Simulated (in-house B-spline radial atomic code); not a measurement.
Values are calculated unless marked as measured or tabulated.
**Building a PAW p channel for As, r_c = 1.82 bohr**

As, [Ar] 3d10 4s2 4p3, non-relativistic PBE, spherical and spin-unpolarised, from a B-spline radial code for spherical atoms (atomic units; all potentials screened as in the neutral atom).

Two all-electron partial waves φ1, φ2 are integrated outwards at E1 = ε(4p) = -0.192249 and E2 = E1 + 0.5 hartree; φ1 is the bound orbital and φ2 has unit norm inside r_c = 1.8165 bohr. Smooth partners are polynomials, r^2(a0 + a1 r² + a2 r⁴ + a3 r⁶), matched to φ and three derivatives at r_c, with no condition on the norm. The local potential is -7.43593 + (5.64553) r² + (-1.83817) r⁴ + (0.220425) r⁶ inside 1.4873 bohr and the all-electron one outside.

```tsv
wave	φ(r_c)	φ'(r_c)	a0	a1	a2	a3
1	0.6601979	0.106393	0.4391475	-0.09038153	0.004595686	0.0002539446
2	1.089826	-0.5906452	1.096334	-0.3204119	0.02840069	-0.0005013303
```

Inside r_c the overlaps are <φi φj> = [[0.25807, 0.50589], [0.50589, 1.00000]] and, for the smooth waves, [[0.27239, 0.54292], [0.54292, 1.09339]]. With χj = (Ej − T − V_local) applied to smooth wave j, the program's quadrature gives the matrix B_ij = <smooth i, χj> as [[0.20960, 0.48479], [0.46628, 1.08144]].

Question: Check the match of the first wave, and find the augmentation charges q_ij.

Answer: At r_c the four terms are 1.44904, -0.98406, 0.16511, 0.03010, which sum to 0.6602, φ1(r_c) to rounding. q_ij is the all-electron overlap less the smooth one: [[-0.01432, -0.03702], [-0.03702, -0.09339]]. The smooth first wave has a norm of 0.2724 inside r_c against 0.2581, so q11 is negative and must stay small enough for the overlap operator to be positive.

Question: B isn't symmetric. Show that D_ij = B_ij + Ej q_ij is.

Answer: Integrating by parts gives B12 − B21 = (E1 − E2) q12: 0.48479 − (0.46628) = 0.01851, and −0.5 × (-0.03702) = 0.01851. So D12 = 0.48479 + (0.307751)(-0.03702) = 0.47340 and D21 = 0.46628 + (-0.192249)(-0.03702) = 0.47340; D11 = 0.21235, D22 = 1.05270. The projectors, p = (B⁻¹)ᵀ χ, are dual to the smooth waves; det B = 0.00062, small beside B11 B22, as the two smooth waves look alike inside r_c.

Solving (T + V_local + Σ p D p) ψ = E (1 + Σ p q p) ψ in a sphere of 9 bohr, whose wall lifts the free-atom level a little, gives these levels:

| all-electron | one projector | two projectors |
| --- | --- | --- |
| -0.192045 | -0.192045 | -0.192045 |
| 0.098819 | 0.098596 | 0.098819 |
| 0.423175 | 0.421256 | 0.423175 |
| 0.899484 | 0.890093 | 0.899413 |
| 1.520960 | 1.486590 | 1.519950 |

Question: What does the second projector gain?

Answer: With one projector the errors are 0.00, -0.22, -1.92, -9.39, -34.37 millihartree. With two the errors are 0.00, 0.00, 0.00, -0.07, -1.01 millihartree. The scattering is exact at E1 and at E2 = 0.308, and over all levels compared the largest error is 1 millihartree. The lowest eigenvalue of the overlap operator is 0.8595 with one and 0.4675 with two projectors. The smooth orbital alone needs a cutoff of 3.7 hartree for 1 millihartree of kinetic energy, against 8.82 for a norm-conserving Troullier-Martins orbital of the same radius; part of the gain comes from giving up the norm, part from the simpler form.
